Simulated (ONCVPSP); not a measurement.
Potentials for selenium (Se) compared

Generated with ld1.x 7.5 (TM, RRKJ, ultrasoft, PAW), atompaw 4.2 or ONCVPSP 4.0.1. The cutoff is in Ry: for ld1.x and atompaw files where the sum of valence levels is converged to 10 mRy in a Bessel basis, for ONCV files where the hardest occupied wave has 1 mHa per electron of residual kinetic energy. The error is the largest all-electron minus pseudo excitation energy over each file’s own four to seven test configurations (ionisations up to +4, promotions, holes and added fractions of an electron), all of which were solved. The labels leave out finer settings (local radius, basis sizes, second energies), which also bear on the numbers. Spin-polarised tests are not counted. The rows are a selection from randomly drawn settings: files with unsolved tests, undetermined cutoffs or missed reference levels are left out.

A true bound ghost makes a file unfit for plane-wave use even where its test errors are small: the radial tests pick states by their node count and pass the ghost by.

| potential | cutoff (Ry) | largest error (meV) | bound ghosts |
| --- | --- | --- | --- |
| ONCV, PBE, scalar-relativistic, rc 0.80/1.15/0.80 (spd), local d, core correction no, reference 3s2 3p6 3d10 4s1 4p5, qcut 12.8/12.8/18.5, projectors 2/2/0 | 335 | -171 | s |
| ONCV, PBE, scalar-relativistic, rc 0.95/0.85/0.90/1.00 (spdf), local smoothed, core correction yes, reference 3s2 3p6 3d10 4s1.75 4p4.25, qcut 15.5/19.7/20.4/10, projectors 2/2/2/2 | 298 | -0.9 | none |
| ONCV, LDA (Perdew-Zunger), scalar-relativistic, rc 0.95/1.05/1.05 (spd), local smoothed, core correction no, reference 3s2 3p6 3d10 4s2 4p3.75, qcut 13/11.8/16.7, projectors 2/2/1 | 212 | -3.2 | none |

Task: Fill in the row for Se: ONCV, PBE, fully relativistic, rc 0.95/1.14/0.80 (spd), local smoothed, core correction yes, reference 3s2 3p6 3d10 4s2 4p3, qcut 14.2/10.8/16.8, projectors 3/2/2.

Result: cutoff 265 Ry, largest error +2.0 meV, bound ghosts: none.

Task: Fill in the row for Se: ONCV, BLYP, scalar-relativistic, rc 1.05/0.80/1.20 (spd), local smoothed, core correction yes, reference 3s2 3p6 3d10 4s2 4p3, qcut 12.5/17.9/15.5, projectors 2/3/2.

Result: cutoff 175 Ry, largest error -7.6 meV, bound ghosts: none.

Task: Fill in the row for Se: ONCV, PBE, scalar-relativistic, rc 1.35/0.80/0.80 (spd), local smoothed, core correction yes, reference 3p6 3d10 4s2 4p3.5, qcut 5/13.6/23.3, projectors 2/3/2.

Result: cutoff 392 Ry, largest error -13 meV, bound ghosts: s.
